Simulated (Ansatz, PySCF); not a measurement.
System: C$_{3}$HO, net charge -1, singlet state. SMILES: C(=C=[CH-])=O
Coordinates optimised at B3LYP-D3(BJ)/def2-TZVP (Ansatz, a first-principles code):
```xyz
5

C     -1.9816     0.0535    -0.0496
C     -0.6466    -0.1077    -0.0209
C      0.6106     0.0812     0.0189
O      1.8224     0.0983     0.0511
H     -2.4731    -0.9482    -0.1000
```
Charge -1, spin multiplicity 1.

Unscaled harmonic wavenumbers (cm⁻¹) in rising order, each level at the stationary point that it reaches from this structure (no distance between atoms moves by over 0.3 Å); the order of modes can differ between levels, and a negative number is imaginary. B3LYP-D3(BJ)/def2-TZVP (PySCF, at the structure above): 228, 234, 303, 668, 906, 1106, 1553, 2152, 2752.

HF/3-21G (Ansatz): 255, 269, 484, 816, 955, 1239, 1614, 2348, 2830. Zero-point energy 15.5 against 14.2 kcal/mol; where all levels lie over 400 cm⁻¹, the wavenumbers are on average 1.092 times those of B3LYP-D3(BJ)/def2-TZVP.

B3LYP/6-31G* (Ansatz): 222, 237, 303, 683, 915, 1121, 1561, 2155, 2684. Zero-point energy 14.1 against 14.2 kcal/mol; where all levels lie over 400 cm⁻¹, the wavenumbers are on average 1.005 times those of B3LYP-D3(BJ)/def2-TZVP.
